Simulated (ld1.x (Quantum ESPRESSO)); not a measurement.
Varying the TM potential for thallium

Base potential:

- Element: Tl
- Generator: ld1.x (Quantum ESPRESSO) 7.5
- Type: norm-conserving Troullier–Martins (Kleinman–Bylander form)
- Functional: PBEsol
- Relativity: scalar-relativistic
- Frozen core: [Xe] 4f14 5d10
- Valence charge: 3
- Reference configuration: 6s2 6p0.75 (charge +0.25)
- Partial waves: 6p (bound): rc 3.00 bohr; 6d channel at -0.2 Ry: rc 2.30 bohr; 6s (bound): rc 1.70 bohr
- Local potential: the s channel
- Core correction: none

All-electron outer shells of the reference configuration (PBEsol, scalar-relativistic, ld1.x):

```csv
shell,level (eV),outermost node (bohr),outermost maximum (bohr)
5d,-17.13,0.53,1.11
6s,-11.15,1.04,2.08
6p,-3.68,1.23,2.84
```

Cutoffs, loose and tight: the cutoffs (Ry, on a coarse ladder) from which the occupation-weighted sum of valence levels, in a spherical-Bessel basis at the reference potential, stays within 10 and 1 mRy of its value at 400 Ry. They do not see the model core or the augmentation charge, which bear on the density cutoff. Test errors are all-electron minus pseudo excitation energies from the reference, over the configurations 6s2 6p1; 6s2 6p0; 6s1 6p0; 6s0 6p3; 6s1 6p1; 6s2 6p1.3; 6s2 6p0.5. A dash means not determined; rows that change the core or the reference have their own tests. The largest error is taken over the tests solved by every variant that gives reliable tests at all: 6s0 6p3; 6s1 6p1; 6s2 6p0; 6s2 6p0.5; 6s2 6p1; 6s2 6p1.3.

A true bound ghost makes a file unfit for plane-wave use even where its test errors are small: the radial tests pick states by their node count and pass the ghost by. Where a test does run into it, the solver fails or the error is huge.

| change | outcome | cutoff, loose | cutoff, tight | bound ghosts | largest test error (meV) |
| --- | --- | --- | --- | --- | --- |
| base | generated | 30 Ry | 80 Ry | d | +157 |
| wave 6s (bound): rc 1.70 bohr becomes 6s (bound): rc 2.42 bohr | generated | 18 Ry | 25 Ry | d | +151 |
| wave 6d channel at -0.2 Ry: rc 2.30 bohr becomes 6d channel at -0.2 Ry: rc 1.60 bohr | generated | 30 Ry | 80 Ry | d | +157 |
| core correction a·sin(br)/r model core inside 0.66 bohr | generated | 30 Ry | 80 Ry | d | -181 |
| wave 6p (bound): rc 3.00 bohr becomes 6p (bound): rc 3.60 bohr | generated | 30 Ry | 80 Ry | d | +183 |
| wave 6d channel at -0.2 Ry: rc 2.30 bohr becomes 6d channel at 0.6 Ry: rc 2.30 bohr | generated | 30 Ry | 80 Ry | d | +157 |

(1) What comes out with this change to the base: local potential all-electron potential smoothed inside 2.10 bohr (lloc = -1)?

Answers

(1) outcome: generated; cutoff, loose: 30 Ry; cutoff, tight: 80 Ry; bound ghosts: d, s; largest test error (meV): +753.
